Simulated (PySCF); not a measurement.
Compound: C6H6Cl2O3.
Numbering: `[CH3:1][O:2][C@@H:3]1[O:4][C:5](=[O:6])[CH:7]=[C:8]1[CH:9]([Cl:10])[Cl:11]` (hydrogens: H12, H13, H14 on C1; H15 on C3; H16 on C7; H17 on C9)

Computed with PySCF, PBE0-D3(BJ)/def2-SVP geometry optimisation, gas phase.

Task: Give the optimised bond lengths and angles.

Result: 
| bond | length (Å) | order |
| --- | --- | --- |
| C1–O2 | 1.409 | single |
| O2–C3 | 1.372 | single |
| C3–O4 | 1.415 | single |
| O4–C5 | 1.365 | single |
| C5=O6 | 1.192 | double |
| C5–C7 | 1.486 | single |
| C7=C8 | 1.333 | double |
| C8–C9 | 1.484 | single |
| C9–Cl10 | 1.768 | single |
| C9–Cl11 | 1.791 | single |
| C3–C8 | 1.509 | single |
| C1–H12, C1–H13, C1–H14 | 1.102 | single |
| C3–H15 | 1.109 | single |
| C7–H16 | 1.088 | single |
| C9–H17 | 1.098 | single |

Bonds in one row agree within 0.01 Å and their mean is given. Orders are formal, as drawn. A selection of angles:
| angle | degrees |
| --- | --- |
| O2–C1–H12 | 111.2 |
| O2–C1–H14 | 107.2 |
| H12–C1–H13 | 109.0 |
| C1–O2–C3 | 114.3 |
| O2–C3–O4 | 112.7 |
| O2–C3–C8 | 108.9 |
| O2–C3–H15 | 111.2 |
| O4–C3–C8 | 104.6 |
| O4–C3–H15 | 107.1 |
| C8–C3–H15 | 112.1 |
| C3–O4–C5 | 110.6 |
| O4–C5–O6 | 123.1 |
| O4–C5–C7 | 107.6 |
| O6–C5–C7 | 129.4 |
| C5–C7–C8 | 108.2 |
| C5–C7–H16 | 123.4 |
| C8–C7–H16 | 128.4 |
| C7–C8–C9 | 130.9 |
| C3–C8–C7 | 108.9 |
| C3–C8–C9 | 120.1 |
| C8–C9–Cl10 | 112.8 |
| C8–C9–Cl11 | 109.4 |
| C8–C9–H17 | 109.5 |
| Cl10–C9–Cl11 | 111.3 |
| Cl10–C9–H17 | 107.8 |
| Cl11–C9–H17 | 106.0 |

Torsions: C1–O2–C3–O4 -68° (synclinal); O2–C3–O4–C5 -118° (anticlinal); C3–O4–C5–O6 180° (antiperiplanar); O4–C5–C7–C8 1° (synperiplanar); C5–C7–C8–C9 176° (antiperiplanar); C7–C8–C9–Cl10 -2° (synperiplanar); O2–C3–C8–C7 121° (anticlinal).

The C–Cl distances run from 1.768 Å (C9–Cl10, drawn single) to 1.791 Å (C9–Cl11, drawn single), a spread of 0.023 Å. O2 (ether oxygen) is bent (angle 114.3°). The 4 C–C bonds span 1.333 Å (C7=C8, drawn double) to 1.509 Å (C3–C8, drawn single), a spread of 0.176 Å. Of the pairs four or more bonds apart, O4···H12 is among the closest relative to their van der Waals radii: 2.63 Å, 97 % of the sum of Bondi's values. The 5-membered ring C3–O4–C5–C7–C8 has internal angles of 104.6° to 110.6°; it is planar, 0.00 Å rms from its mean plane, widest ring torsion 1°. The 5 C–O bonds span 1.192 Å (C5=O6, drawn double) to 1.415 Å (C3–O4, drawn single), a spread of 0.223 Å.

Point group: C1 (no symmetry element, even within 0.4 Å). Not checked by PBE0-D3(BJ)/def2-SVP frequencies. The numbers are those of one conformer.

On one thread of an AMD EPYC 9R14, no GPU (shared host), this took 2.3 min of wall time and 0.89 GiB of memory at its peak. That covers the optimisation of the geometry.
